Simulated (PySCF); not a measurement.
`CO[C@@H](F)C1(F)CC1`, C$_{5}$H$_{8}$F$_{2}$O

Molfile (atoms numbered from 1):
```
C5H8F2O
     RDKit          3D

 16 16  0  0  0  0  0  0  0  0999 V2000
    2.5049   -0.2956   -0.2656 C   0  0  0  0  0  0  0  0  0  0  0  0
    1.0920   -0.4242   -0.2892 O   0  0  0  0  0  0  0  0  0  0  0  0
    0.4355    0.4494    0.5326 C   0  0  1  0  0  0  0  0  0  0  0  0
    0.6141    1.7490    0.0585 F   0  0  0  0  0  0  0  0  0  0  0  0
   -1.0443    0.1308    0.5794 C   0  0  0  0  0  0  0  0  0  0  0  0
   -1.5289    0.2422    1.8591 F   0  0  0  0  0  0  0  0  0  0  0  0
   -1.6584   -0.9261   -0.2817 C   0  0  0  0  0  0  0  0  0  0  0  0
   -1.9660    0.5219   -0.5307 C   0  0  0  0  0  0  0  0  0  0  0  0
    2.8905   -0.4669    0.7448 H   0  0  0  0  0  0  0  0  0  0  0  0
    2.8857   -1.0567   -0.9420 H   0  0  0  0  0  0  0  0  0  0  0  0
    2.8131    0.6950   -0.6092 H   0  0  0  0  0  0  0  0  0  0  0  0
    0.8476    0.4676    1.5583 H   0  0  0  0  0  0  0  0  0  0  0  0
   -1.0050   -1.4459   -0.9627 H   0  0  0  0  0  0  0  0  0  0  0  0
   -2.4227   -1.5362    0.1735 H   0  0  0  0  0  0  0  0  0  0  0  0
   -1.5268    1.0100   -1.3860 H   0  0  0  0  0  0  0  0  0  0  0  0
   -2.9387    0.8947   -0.2506 H   0  0  0  0  0  0  0  0  0  0  0  0
  1  2  1  0
  2  3  1  0
  3  4  1  0
  3  5  1  0
  5  6  1  0
  5  7  1  0
  7  8  1  0
  8  5  1  0
  1  9  1  0
  1 10  1  0
  1 11  1  0
  3 12  1  1
  7 13  1  0
  7 14  1  0
  8 15  1  0
  8 16  1  0
M  END
```

Method used: GIAO CAM-B3LYP/pcSseg-1 magnetisability, rotational g tensor and spin-rotation constants, non-relativistic, gas phase (PySCF). Geometry: GFN2-xTB.

Task: Give the nuclear spin-rotation constants along the inertial axes (H = +C I·J) beside the isotropic shieldings.

Result: Rotational constants 3.3551, 1.4303, 1.3319 GHz. A star marks the isotopologue with that one atom substituted, in its own axes.
| atom | isotope | Caa (kHz) | Cbb (kHz) | Ccc (kHz) | mean (kHz) | σ (ppm) |
| --- | --- | --- | --- | --- | --- | --- |
| F4 | 19F | 3.583 | 1.200 | 0.827 | 1.870 | 325.1 |
| F6 | 19F | 0.052 | 1.094 | 0.876 | 0.674 | 388.4 |
| H9 | 1H | -0.343 | -0.121 | 0.028 | -0.145 | 28.3 |
| H10 | 1H | -0.270 | 0.037 | -0.140 | -0.124 | 27.9 |
| H11 | 1H | -0.284 | -0.056 | -0.041 | -0.127 | 27.7 |
| H12 | 1H | -0.248 | -0.080 | 0.013 | -0.105 | 25.7 |
| H13 | 1H | -0.198 | -0.044 | -0.152 | -0.132 | 30.6 |
| H14 | 1H | -0.120 | -0.123 | -0.116 | -0.120 | 30.7 |
| H15 | 1H | -0.263 | -0.172 | -0.014 | -0.150 | 30.8 |
| H16 | 1H | -0.002 | -0.150 | -0.135 | -0.096 | 30.6 |
| C1 | 13C* | 0.475 | 0.345 | 0.304 | 0.375 | 125.7 |
| O2 | 17O* | -0.542 | -0.111 | -0.128 | -0.260 | 260.2 |
| C3 | 13C* | 1.036 | 0.428 | 0.384 | 0.616 | 63.9 |
| C5 | 13C* | 0.753 | 0.387 | 0.328 | 0.489 | 98.5 |
| C7 | 13C* | 0.348 | 0.252 | 0.176 | 0.259 | 171.3 |
| C8 | 13C* | 0.348 | 0.193 | 0.222 | 0.254 | 172.8 |

For the geometry as given, no vibrational averaging.

Task: How do the rotational constants and the g tensor change when H9, H10, H11, H12, H13, H14, H15, H16 are replaced by deuterium?

Result: Constants 2.9649, 1.2492, 1.1693 GHz; g -0.0089, -0.0049, -0.0034, against -0.0089, -0.0056, -0.0042 before.
